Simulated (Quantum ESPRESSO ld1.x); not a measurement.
Task: All-electron atom: Pb2+ in [Xe] 4f14 5d10 6s1 5f1 (not the ground configuration). Method: Dirac Kohn-Sham, BLYP, spin-unpolarised, spherical densities, point nucleus; open shells are shared between the two j in proportion to 2j + 1; computed with ld1.x of Quantum ESPRESSO 7.5. Some entries of the table are withheld. Estimate them.

orbital,occ.,eigenvalue (hartree),<r^2> (bohr^2),<r> (bohr)
1s1/2,2,(1),0.0003571,(2)
2s1/2,2,-578.670,0.005361,0.06689
2p1/2,2,-555.694,0.003774,0.05487
2p3/2,4,-475.191,0.004956,0.06379
3s1/2,2,-139.507,0.03475,0.1739
3p1/2,2,-129.153,0.03158,0.1644
3p3/2,4,-111.192,0.03792,0.1807
3d3/2,4,(3),0.02892,0.1570
3d5/2,6,(4),0.03064,0.1619
4s1/2,2,-32.2080,0.1667,0.3841
4p1/2,2,-27.7295,0.1691,0.3853
4p3/2,4,-23.3314,0.2004,0.4199
4d3/2,4,-16.0443,0.2083,(5)
4d5/2,6,-15.2237,0.2191,(6)
5s1/2,2,-6.09996,0.8167,(7)
4f5/2,6,(8),0.2434,0.4508
4f7/2,8,(9),0.2503,0.4571
5p1/2,2,-4.57111,0.9375,0.9118
5p3/2,4,-3.74599,1.135,1.003
5d3/2,4,-1.63551,1.824,1.257
5d5/2,6,-1.53778,1.954,1.300
6s1/2,1,-1.15854,5.054,2.124
5f5/2,0.428571,-0.23206,28.43,4.942
5f7/2,0.571429,-0.23165,28.62,4.962

Result: 
(1) 1s1/2 eigenvalue (hartree): -3234.39
(2) 1s1/2 <r> (bohr): 0.01604
(3) 3d3/2 eigenvalue (hartree): -94.1966
(4) 3d5/2 eigenvalue (hartree): -90.3752
(5) 4d3/2 <r> (bohr): 0.4246
(6) 4d5/2 <r> (bohr): 0.4357
(7) 5s1/2 <r> (bohr): 0.8536
(8) 4f5/2 eigenvalue (hartree): -5.78947
(9) 4f7/2 eigenvalue (hartree): -5.60451
